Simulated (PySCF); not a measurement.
LDA single point of singlet SbH₆⁻ at its PBE0 minimum.

Input, equivalent to the run apart from its starting density:

```python
from pyscf import gto, scf, dft
mol = gto.M(atom='''
Sb    -0.000000     0.000000     0.000000
H      1.272922    -0.733301     1.038684
H     -0.000860     1.469272     1.038346
H     -1.271453    -0.735142     1.039181
H      1.271453     0.735142    -1.039181
H     -1.272922     0.733301    -1.038684
H      0.000860    -1.469272    -1.038346''',
    basis={'Sb': 'def2-TZVPD', 'H': 'def2-TZVPD'},
    ecp={'Sb': 'def2-TZVPD'},
    charge=-1, spin=0)
mf = dft.RKS(mol, xc='LDA,VWN')
mf.grids.atom_grid = (75, 302)
aux = {'Sb': 'def2-universal-JKFIT', 'H': 'def2-universal-JKFIT'}
mf = mf.density_fit(auxbasis=aux)
mf.conv_tol = 1e-08
mf.diis_space = 10
mf.max_cycle = 60
mf.verbose = 4
mf.kernel()
```

Excerpt of the output:

```
init E= -243.284122907648
  HOMO = 0.00495487388461746  LUMO = 0.0945199754906865  gap/eV = 2.43719
cycle= 1 E= -243.291365758731  delta_E= -0.00724  |g|= 0.0748  |ddm|= 0.433
  HOMO = -0.00447410809968624  LUMO = 0.0901479104115257  gap/eV = 2.57480
cycle= 2 E= -243.292130754475  delta_E= -0.000765  |g|= 0.0352  |ddm|= 0.154
  HOMO = -0.0041518432827074  LUMO = 0.0897313890688292  gap/eV = 2.55469
cycle= 3 E= -243.292399266253  delta_E= -0.000269  |g|= 0.00971  |ddm|= 0.0579
  HOMO = -0.00325927723714544  LUMO = 0.0904025354112523  gap/eV = 2.54867
cycle= 4 E= -243.292429673438  delta_E= -3.04e-05  |g|= 0.000824  |ddm|= 0.0135
  HOMO = -0.00303469040812161  LUMO = 0.0905260401260408  gap/eV = 2.54592
cycle= 5 E= -243.29242987546  delta_E= -2.02e-07  |g|= 2.87e-05  |ddm|= 0.00132
  HOMO = -0.00304185059275912  LUMO = 0.0905222692318262  gap/eV = 2.54601
cycle= 6 E= -243.292429875822  delta_E= -3.63e-10  |g|= 1.9e-06  |ddm|= 9.84e-05
  HOMO = -0.00304225534553907  LUMO = 0.0905220896623318  gap/eV = 2.54602
Extra cycle  E= -243.292429875822  delta_E= 1.14e-13  |g|= 1.2e-06  |ddm|= 5.78e-06
converged SCF energy = -243.292429875822
```

The lowest empty level of this anion is unbound, so it and the gap depend on the basis.

This run, together with those of the ionised and electron-attached species (not shown), took 36 s on 2 threads of a shared Arm Neoverse V2 host, with 110 basis functions; the process peaked at 1.6 GiB.
